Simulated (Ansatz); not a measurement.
Mulliken charges of C2H2FI (`C=C(F)I`) from ωB97M-V/def2-TZVPP in Ansatz (PBE0-D4/def2-TZVP geometry).

| atom | x (Å) | y (Å) | z (Å) | charge (e) |
| --- | --- | --- | --- | --- |
| C1 | 0.560 | 0.096 | 0.562 | -0.220 |
| C2 | -0.446 | -0.003 | -0.283 | 0.088 |
| F3 | -1.642 | 0.508 | -0.023 | -0.161 |
| I4 | -0.370 | -0.948 | -2.132 | 0.052 |
| H5 | 0.417 | 0.611 | 1.504 | 0.119 |
| H6 | 1.523 | -0.329 | 0.326 | 0.121 |

Q: By hand: the dipole of these point charges (1 e Å = 4.8032 D).

A: Σ q r = (0.317, -0.120, -0.037) e Å, of length 0.341 e Å = 1.64 D.

Q: How does the dipole of the full density compare? (Best estimate.)

A: Computed: (0.232, -0.035, 0.079) e Å, 1.19 D; the point charges give 1.38 times that, at 28° from its direction.

Point charges leave out the atoms' own dipoles, such as those of lone pairs, and Mulliken's split depends on the basis, so the two needn't agree.
